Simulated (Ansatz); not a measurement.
Born–Oppenheimer molecular dynamics of AlF₂HO (5 atoms, charge 0, multiplicity 1). It starts from a relaxed structure.

All numbers below come from RKS revPBE/def2-mTZVP (Ansatz).

```yaml
ensemble: NVT, Nosé–Hoover chain
time_step: 1 fs
steps_asked: 150
set_temperature: 2000 K
thermostat: time constant 100 fs, chain length 3 (defaults)
seed: 228906
```

First frame:

```xyz
5
Properties=species:S:1:pos:R:3
Al -0.031 -0.029 -0.001
O -0.018 -0.120 1.704
H -0.855 -0.167 2.193
F 1.429 0.051 -0.790
F -1.435 -0.017 -0.899
```

(1) What does the run give?

(2) What happens to the structure?

(3) How do temperature and energy run in time?

Results:

(1) The run went to its last step.

| Item | Value |
| --- | --- |
| steps done | 150 |
| time covered | 150 fs |
| mean temperature over the second half | 1431 K |
| spread of the potential energy over the second half | 32.8 meV per atom |
| mean potential energy of the second half above the start | 110.6 meV per atom |

The conserved energy stayed within 2.3 meV per atom of its start (net change 2.2 meV per atom), so the integration is sound. The mean temperature of the second half is 28 % below the set value. A run of 0.15 ps of so small a system gives no equilibrium averages.

(2) The same pairs are bonded in the first frame and the last. Pairs count as bonded within 1.25 times the sum of covalent radii (0.12 Å more for H–H). This is one draw of velocities; another would differ in detail.

(3) 
```tsv
time (fs)	T (K)	potential energy less start (eV)	conserved less start (meV/atom)
0	2000	0.000	0.00
7	901	0.432	1.20
14	1180	0.324	0.75
21	1058	0.373	0.26
28	78	0.762	1.48
35	836	0.466	0.29
42	1124	0.369	0.70
49	627	0.575	1.35
56	1915	0.092	0.08
63	1147	0.426	1.48
70	1214	0.415	0.42
77	1586	0.305	0.99
84	811	0.638	1.21
91	955	0.595	0.35
98	1295	0.505	1.11
105	315	0.908	1.25
112	1953	0.306	0.44
119	1233	0.655	1.81
126	1445	0.608	0.63
133	2025	0.452	1.79
140	2372	0.386	0.61
147	1732	0.705	1.69
```

Run time: 89 s on 1 thread of AMD EPYC 9R45 96-Core Processor (Zen 5), on a shared host, peak memory 0.15 GiB.
